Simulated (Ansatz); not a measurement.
Species: LaO, charge 1, multiplicity 1. 
Structure (B3LYP-D3(BJ)/def2-TZVP (Ansatz, a first-principles code) minimum search):
```
O
La 1 1.8788
```
Charge +1, spin multiplicity 1.

Basis-set convergence of Hartree-Fock and CCSD(T) correlation energies (hartree) with Ansatz. Correlated levels leave the core frozen unless marked. No spin-orbit coupling. Frozen are the shells of the preceding noble gas and the d and f shells that filled before the atom's block. Past Kr the def2 sets carry scalar-relativistic core potentials.

The T1 diagnostic of CCSD in the largest basis is 0.026, which is high, so the coupled-cluster rows are less sure than usual.

```
basis       functions       E(HF)  E(corr, CCSD(T))
----------  ---------  ----------  ----------------
def2-SVP           46  -105.76228          -0.25089
def2-TZVPP         87  -105.87062          -0.30344
def2-QZVPP        138  -105.87877          -0.32189
```

Extrapolating the two largest sets (X = 3 and 4) as X^-3: E(corr) = (64·(-0.32189) - 27·(-0.30344))/37 = -0.3354 Eh, an estimate of the basis-set limit. The largest set recovers 96.0 % of it, the smallest 74.8 %.
